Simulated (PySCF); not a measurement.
A geometry optimisation on `C[S+](C)[GaH2-][Cl]`.

Computed with PBE0-D3(BJ)/def2-SVP geometry optimisation, gas phase (PySCF 2.14.0). Start geometry: GFN2-xTB. The input is one job of a driver script: a line of settings, then coordinates in Å.

Command:
```bash
OMP_NUM_THREADS=1 python probes_run.py task.json out
```

Input:
```
{"job": {"xc": "PBE0", "basis": "def2-SVP", "d3": "d3bj", "grid": 1, "shake": 0.01, "kind": "geom"}, "charge": 0, "multiplicity": 1}
C     -0.998850    -1.287970    -0.457850
S     -0.454360    -0.286980     0.953150
C     -0.933000     1.380300     0.391280
Ga     2.027570    -0.192940     0.264880
Cl     1.919490     0.546780    -1.701000
H     -2.105300    -1.188680    -0.524850
H     -0.543560    -0.903040    -1.378010
H     -0.706740    -2.285920    -0.277950
H     -1.998060     1.461970     0.402020
H     -0.507530     2.079840     1.135610
H     -0.499390     1.575180    -0.575940
H      2.317770    -1.709980     0.412480
H      2.487780     0.794560     1.345840
```

Output:
```
step   0  E = -2863.11862636  max force = 0.038176
step   1  E = -2863.12652486  max force = 0.010448
step   2  E = -2863.12719379  max force = 0.004826
step   3  E = -2863.12738078  max force = 0.002106
step   4  E = -2863.12742185  max force = 0.001099
step   5  E = -2863.12743362  max force = 0.001078
step   6  E = -2863.12742829  max force = 0.002201
step   7  E = -2863.12743799  max force = 0.001682
step   8  E = -2863.12744277  max force = 0.000544
step   9  E = -2863.12743581  max force = 0.000443
step  10  E = -2863.12743840  max force = 0.000215
optimisation converged
```

Energies in Eh; «max force» is the largest Cartesian gradient component in Eh/bohr.

Problem. How much energy does the optimisation release, in eV?

Solution. E(step 0) − E(last step) = 0.008812 Eh, which is 0.240 eV.

Problem. Give the first gradient maximum in eV/Å.

Solution. With 1 Eh/bohr = 51.422 eV/Å, 1.963 eV/Å.

Main results: final energy -2863.12744 Eh after 10 steps; dipole 4.37 D.

Problem. Where do the atoms end?

Solution. 0.084 Å rms from the input after alignment:
```
atom  x, y, z in Å
C1    -0.9597   -1.2160   -0.6730
S2    -0.5690   -0.2892    0.8253
C3    -0.9064    1.3975    0.2785
Ga4    1.9288   -0.2998    0.6975
Cl5    2.0149    0.4660   -1.3873
H6    -2.0278   -1.1040   -0.9039
H7    -0.3276   -0.8602   -1.4999
H8    -0.7370   -2.2701   -0.4626
H9    -1.9718    1.4951    0.0302
H10   -0.6620    2.0600    1.1194
H11   -0.2675    1.6381   -0.5838
H12    2.2092   -1.8383    0.7837
H13    2.2775    0.8006    1.7553
```

Hardware: one thread of an Arm Neoverse V1, no GPU (shared host). Cost: 1.7 min, 0.54 GiB resident at most.
Labels such as C1 count atoms from 1, the log's own numbers from 0.
